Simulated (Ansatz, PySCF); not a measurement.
C2H8FNOSi, SMILES CC[Si@](N)(O)F. Atoms are numbered in the order given.

```xyz
14

C     -1.8204    -1.4966     0.5220
C     -1.1972    -0.1536     0.9321
Si     0.3222     0.3181    -0.0406
N      1.5239    -0.8862     0.0787
O      1.0370     1.7418     0.4265
F     -0.1951     0.5803    -1.5783
H     -1.1263    -2.3358     0.6960
H     -2.0869    -1.5038    -0.5470
H     -2.7364    -1.7135     1.0946
H     -0.9297    -0.1606     2.0029
H     -1.9362     0.6580     0.8084
H      1.2986    -1.8741     0.0649
H      2.4760    -0.7072    -0.2225
H      0.7287     2.5338    -0.0285
```

Geometry optimised at B3LYP-D3(BJ)/def2-SVP. The structure was generated by enumeration; whether it is a known compound was not checked. Other conformers were not sampled.

Two levels are set side by side: PBE-D3(BJ)/def2-SVP (Ansatz, a first-principles code) and B3LYP-D3(BJ)/def2-SVP (Ansatz). Each level has its own optimised geometry; the coordinates shown are those of the second. Frequencies come from the Hessian of PySCF at each geometry. Differences are taken from unrounded values.

```csv
quantity,B3LYP-D3(BJ)
mean bond length (Å),1.301
bond C1–C2 (Å),1.536
bond C2–Si3 (Å),1.865
bond Si3–N4 (Å),1.705
bond Si3–O5 (Å),1.660
bond Si3–F6 (Å),1.643
bond C1–H7 (Å),1.103
bond C1–H8 (Å),1.102
bond C1–H9 (Å),1.102
bond C2–H10 (Å),1.104
bond C2–H11 (Å),1.105
bond N4–H12 (Å),1.013
bond N4–H13 (Å),1.015
bond O5–H14 (Å),0.964
highest harmonic wavenumber (cm⁻¹),3883
mean harmonic wavenumber (cm⁻¹),1324
zero-point energy (kcal/mol),68.16
```

Q: What does PBE-D3(BJ) give, and how far is it from B3LYP-D3(BJ)? (The exact figures need the calculation; the answer reports its results.)

A: 
```csv
quantity,PBE-D3(BJ),PBE-D3(BJ) minus B3LYP-D3(BJ)
mean bond length (Å),1.310,0.008
bond C1–C2 (Å),1.537,0.000
bond C2–Si3 (Å),1.873,0.008
bond Si3–N4 (Å),1.716,0.011
bond Si3–O5 (Å),1.674,0.013
bond Si3–F6 (Å),1.656,0.013
bond C1–H7 (Å),1.110,0.007
bond C1–H8 (Å),1.109,0.007
bond C1–H9 (Å),1.109,0.008
bond C2–H10 (Å),1.111,0.008
bond C2–H11 (Å),1.112,0.008
bond N4–H12 (Å),1.021,0.008
bond N4–H13 (Å),1.022,0.007
bond O5–H14 (Å),0.972,0.008
highest harmonic wavenumber (cm⁻¹),3775,-107
mean harmonic wavenumber (cm⁻¹),1292,-32
zero-point energy (kcal/mol),66.50,-1.66
```

GGA bonds tend to be longer and softer than those of functionals with exact exchange. Differences between two approximate levels are no errors against the true value.
